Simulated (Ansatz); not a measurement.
## Reading a saddle point

A first-order saddle point of Si2H8SO, singlet, PBE0-D4/def2-TZVP, with one imaginary mode of 941i cm⁻¹:

```
12
angstrom
Si 0.3599 -0.1668 -0.9818
S 2.0000 0.6185 0.8877
H -0.9052 -0.5466 -1.6964
H 1.2657 -1.3324 -1.0425
O 0.6195 1.2605 -1.7312
H 0.3340 -0.0714 0.7398
Si -1.3346 -0.7096 0.8697
H 1.4085 1.7897 1.1844
H 1.4144 1.7026 -1.4142
H -2.3892 0.2585 0.4854
H -1.1633 -0.7313 2.3462
H -1.6096 -2.0718 0.3528
```

Program: Ansatz 0.2.0. Basis: def2-TZVPP and def2-QZVPP. Cores are frozen in the correlated methods. Extrapolation: Hartree–Fock as exp(−7.88 √X), correlation as X^−2.97.

**Question.** Which contacts change along the imaginary mode, and what lies on either side? (Judge from chemistry; the calculation decides.)

**Answer.** By the calculation: The step is SiH₄SO ([OH][SiH2][SH]) + SiH₄ → Si₂H₆O ([OH][SiH2][SiH3]) + H₂S, with the molecules in contact on both sides. Shortening one way: Si1–Si7, S2–H6; lengthening the same way: Si1–S2, H6–Si7.
```json
{"pair": "Si1–Si7", "one side (Å)": "4.09", "saddle (Å)": "2.57", "other side (Å)": "2.35"}
{"pair": "S2–H6", "one side (Å)": "3.59", "saddle (Å)": "1.81", "other side (Å)": "1.34"}
{"pair": "Si1–S2", "one side (Å)": "2.14", "saddle (Å)": "2.61", "other side (Å)": "4.25"}
{"pair": "H6–Si7", "one side (Å)": "1.48", "saddle (Å)": "1.79", "other side (Å)": "3.36"}
```

**Question.** Which side is lower, and how far does the saddle lie above each? (To be estimated.)

**Answer.** Computed: The side with Si1–S2, H6–Si7 short is lower by 0.703 eV; the saddle lies 2.651 eV above it and 1.948 eV above the other (CCSD(T) at an estimated basis limit (MP2 extrapolated from triple and quadruple zeta, plus CCSD(T) − MP2 in triple zeta); electronic energies).

The T1 diagnostic stays at or below 0.015.

Labels in which every atom is bracketed show which atoms are joined, not bond orders.

For scale, one of the runs: CCSD(T)/def2-TZVPP, 269 basis functions, launched by `ansatz run in.yaml --threads 4 --pin off --events-out ev --progress --plain --max-ram 9574MiB`. Time: 2.9 min of wall clock on 4 CPU threads of an Arm Neoverse V1; the host was shared. Peak host memory: 6.3 GiB.
